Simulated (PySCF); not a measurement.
## OsS₄ at several levels of theory

All levels use the PBE0 minimum (singlet; Os–S 2.076 Å (×2), Os–S 2.276 Å (×2), S–S 2.073 Å; Os–S–S 62.9° (×2), S–Os–S 54.2°, S–Os–S 115.1°, S–Os–S 118.5° (×4)), basis [Os def2-SVP with ECP60, S def2-SVP], scalar-relativistic core potentials, density fitting, no spin–orbit coupling, PySCF. For vertical energies the ionised species is a doublet (spins chosen at PBE0 and kept) and the electron-attached one a doublet. Atomisation goes to high-spin ground-configuration atoms, without zero-point energy. Open shells are unrestricted, also as the reference of the correlated levels. A dash marks a value that was not computed or is not defined at that level.

```json
{"level": "PBE0", "atomisation (kJ/mol)": "1562", "vertical IP (eV)": "8.73", "vertical EA (eV)": "2.34", "−ε(HOMO) (eV)": "6.94", "gap (eV)": "2.86", "dipole (D)": "0.43"}
{"level": "HF", "atomisation (kJ/mol)": "412", "vertical IP (eV)": "7.96", "vertical EA (eV)": "2.81", "−ε(HOMO) (eV)": "9.23", "gap (eV)": "7.96", "dipole (D)": "0.37"}
{"level": "MP2", "atomisation (kJ/mol)": "–", "vertical IP (eV)": "8.22", "vertical EA (eV)": "0.85", "−ε(HOMO) (eV)": "–", "gap (eV)": "–", "dipole (D)": "–"}
{"level": "PBE", "atomisation (kJ/mol)": "1770", "vertical IP (eV)": "8.60", "vertical EA (eV)": "1.84", "−ε(HOMO) (eV)": "5.94", "gap (eV)": "1.45", "dipole (D)": "0.75"}
{"level": "B3LYP", "atomisation (kJ/mol)": "1503", "vertical IP (eV)": "8.63", "vertical EA (eV)": "2.14", "−ε(HOMO) (eV)": "6.64", "gap (eV)": "2.56", "dipole (D)": "0.50"}
{"level": "r2SCAN", "atomisation (kJ/mol)": "–", "vertical IP (eV)": "?", "vertical EA (eV)": "?", "−ε(HOMO) (eV)": "?", "gap (eV)": "?", "dipole (D)": "?"}
{"level": "TPSSh", "atomisation (kJ/mol)": "1614", "vertical IP (eV)": "8.74", "vertical EA (eV)": "2.16", "−ε(HOMO) (eV)": "6.47", "gap (eV)": "2.07", "dipole (D)": "0.53"}
{"level": "M06-L", "atomisation (kJ/mol)": "–", "vertical IP (eV)": "?", "vertical EA (eV)": "?", "−ε(HOMO) (eV)": "?", "gap (eV)": "?", "dipole (D)": "?"}
{"level": "M06", "atomisation (kJ/mol)": "–", "vertical IP (eV)": "8.78", "vertical EA (eV)": "2.11", "−ε(HOMO) (eV)": "6.84", "gap (eV)": "2.89", "dipole (D)": "0.52"}
```

(1) Fill in the row of M06-L.

(2) Fill in the row of r2SCAN.

Answers

(1) vertical IP (eV) 8.92, vertical EA (eV) 2.08, −ε(HOMO) (eV) 6.27, gap (eV) 1.55, dipole (D) 0.64.

(2) vertical IP (eV) 8.80, vertical EA (eV) 2.15, −ε(HOMO) (eV) 6.24, gap (eV) 1.55, dipole (D) 0.66.

Without diffuse functions attachment energies tend to come out too low.

Stability towards spin polarisation was not tested. With an element this heavy the missing spin–orbit coupling can shift these numbers.
